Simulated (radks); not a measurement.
Species: the sulfur ion S+. Configuration: [Ne] 3s2 3p3.

Calculated with a radial shooting solver on a logarithmic mesh with Libxc functionals: non-relativistic Kohn-Sham, PBEsol, spin-polarised, spherical densities, point nucleus; open shells are filled with parallel spins first; hard spherical wall at 2.5 bohr.

Energy parts (eV):
| part | energy |
|---|---|
| total | -10751.329 |
| kinetic | 10990.418 |
| electron-nucleus | -25950.380 |
| Hartree | 4897.488 |
| exchange-correlation | -688.855 |

Orbitals (lengths in bohr, moments of r in powers of bohr; r(90%) holds 90 % of the orbital's charge):
orbital  occ.  eigenvalue (eV)      <r^4>   <1/r>  r(90%)
1s up       1        -2381.886  0.0004200   15.54   0.174
1s down     1        -2381.015  0.0004196   15.54   0.174
2s up       1        -202.1186     0.1447   3.024   0.762
2s down     1        -201.2935     0.1427   3.023   0.760
2p up       3        -148.2877     0.1398   2.929   0.749
2p down     3        -147.1396     0.1373   2.928   0.747
3s up       1         -11.5748      5.276   1.003    1.88
3s down     1          -6.8959      5.277   1.005    1.88
3p up       3           2.1621      5.630  0.9683    1.91
3p down     0           6.8265      5.636  0.9701    1.91
3d up       0          21.7019      5.550  0.8149    1.92
3d down     0          26.1098      5.502  0.8220    1.92
4s up       0          86.3156      8.853   1.126    2.14
4s down     0          89.6992      8.876   1.130    2.14
4p up       0          95.8863      8.449   1.132    2.14
4p down     0          99.1987      8.462   1.136    2.14

The highest occupied level is 3p up at 2.162 eV. The spin density at the nucleus is -0.4713 e/bohr^3 (1s -0.5538, 2s 0.1871, 3s -0.1047), a Fermi contact field of -24.7 T.
